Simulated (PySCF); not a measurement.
H6NSi2, SMILES [SiH3][N][SiH3], multiplicity 2.

Geometry optimised at PBE-D3(BJ)/def2-SVP. The isomer is the one that the SMILES or the coordinates give; other isomers of the formula were not compared.

All values below come from PySCF with PBE-D3(BJ)/def2-SVP.

Frequencies are harmonic and unscaled.

**Question.** Give all harmonic wavenumbers and intensities. (An estimate is asked for; the answer gives what the named calculation found.)

**Answer.** 
```
mode  ν (cm⁻¹)  IR (km/mol)  moving atoms (share of kinetic energy)
----  --------  -----------  --------------------------------------
1           17          2.0                          H 58 %, N 37 %
2           44          0.0                                  H 98 %
3          110          1.9                 N 44 %, Si 32 %, H 24 %
4          521          0.1                 Si 66 %, H 18 %, N 15 %
5          553          0.4                         H 90 %, Si 10 %
6          629          2.8                         H 89 %, Si 11 %
7          665         78.6                 H 67 %, N 21 %, Si 12 %
8          684         73.6                 H 67 %, N 22 %, Si 11 %
9          832        104.4                                  H 92 %
10         838         38.5                                  H 96 %
11         897        101.8                                  H 96 %
12         905         69.1                                  H 97 %
13         913        234.9                                  H 95 %
14         944         60.5                                  H 92 %
15        1019         44.4                         N 78 %, Si 17 %
16        2120         27.9                                  H 98 %
17        2121         91.8                                  H 97 %
18        2122         22.4                                  H 96 %
19        2132        188.0                                  H 97 %
20        2134         14.6                                  H 97 %
21        2136        104.2                                  H 97 %
```
